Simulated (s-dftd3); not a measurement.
thulium atom (Tm), doublet; D3(bj) for b97d (s-dftd3).

Input for s-dftd3:
```
$ s-dftd3 mol.xyz --bj b97d --json dftd3.json --noedisp --grad

# file mol.xyz
1

Tm     0.00000000     0.00000000     0.00000000
```

It wrote (shortened):

```
-----------------------------------
 s i m p l e   D F T - D 3  v1.4.0
-----------------------------------

Rational (Becke-Johnson) damping: b97d-D3(BJ)
---------------------
  s6         1.0000
  s8         2.2609
  s9         0.0000
  a1         0.5545
  a2         3.2297
 alp        14.0000
--------------------

Dispersion energy:       0.0000000000000E+00 Eh

Gradient norm:           0.0000000000000E+00 Eh/a0
--------------------------------------------------
     #    Z           dE/dx      dE/dy      dE/dz
--------------------------------------------------
     1   69 Tm    0.000E+00  0.000E+00  0.000E+00
--------------------------------------------------

Virial:
--------------------------------------------------
      component           x          y          z
--------------------------------------------------
          x       0.000E+00  0.000E+00  0.000E+00
          y       0.000E+00  0.000E+00  0.000E+00
          z       0.000E+00  0.000E+00  0.000E+00
--------------------------------------------------

[Info] JSON dump of results written to 'dftd3.json'
```
